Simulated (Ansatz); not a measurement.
`Cl[Si]Br` + `CNC` → `CN(C)[Si]Br` + HCl at 700 K and 1 bar (ligand exchange at the Si–Cl bond).

Calculated with Ansatz (gas phase, PBE0-D4/def2-TZVP geometries, no zero-point term in ΔE). CCSD(T)/CBS is the MP2 limit (def2-TZVPP, def2-QZVPP) plus CCSD(T) − MP2 in def2-TZVPP, frozen cores. This one scheme is used for every species. For Br outer-core shells are correlated without core-valence functions, which leaves a few kJ/mol of doubt a bond. Scalar relativity is left out up to krypton. Each species was taken in one conformer, which may not be the lowest.

```
      species  CCSD(T)/CBS energy (Eh)  H − E (kJ/mol)  S (J/(mol·K))
   `Cl[Si]Br`              -3322.23177            41.7          346.5
        `CNC`               -135.00321           296.9          352.4
`CN(C)[Si]Br`              -2996.85389           296.9          466.3
          HCl               -460.38127            38.4          211.8
```

H − E and S are ideal-gas, rigid-rotor, harmonic terms from PBE0-D4/def2-TZVP, for one conformer and one mirror image of each species. 1 Eh = 2625.50 kJ/mol, R = 8.31446 J/(mol·K).

Q: By hand: ΔE, ΔH, ΔS and ΔG.

A: ΔE = (-2996.85389) + (-460.38127) − (-3322.23177) − (-135.00321) = -0.00018 Eh = -0.5 kJ/mol. Δ(H − E) = 296.9 + 38.4 − 41.7 − 296.9 = -3.3, so ΔH = -3.8 kJ/mol. ΔS = 466.3 + 211.8 − 346.5 − 352.4 = -20.8 J/(mol·K). ΔG = -3.8 − 700 × (-20.8)/1000 = 10.8 kJ/mol.

Q: By hand: the equilibrium constant, and the temperature at which ΔG would vanish if ΔH and ΔS stayed fixed.

A: log₁₀ K = −ΔG/(RT ln 10) = -0.8. ΔG = 0 at ΔH/ΔS = 183 K, though so small a ΔH makes that figure unsure.

TΔS isn't small against ΔH here. A doubt of 5 kJ/mol in ΔE shifts log₁₀ K by 0.4 here. Other conformers and mirror images would add mixing entropy, several J/(mol·K) or more a flexible species. These are equilibria of isolated gas molecules and say nothing of rates. Largest T1 diagnostic: 0.012 (customary marks: 0.02 for closed shells, 0.045 for open ones).
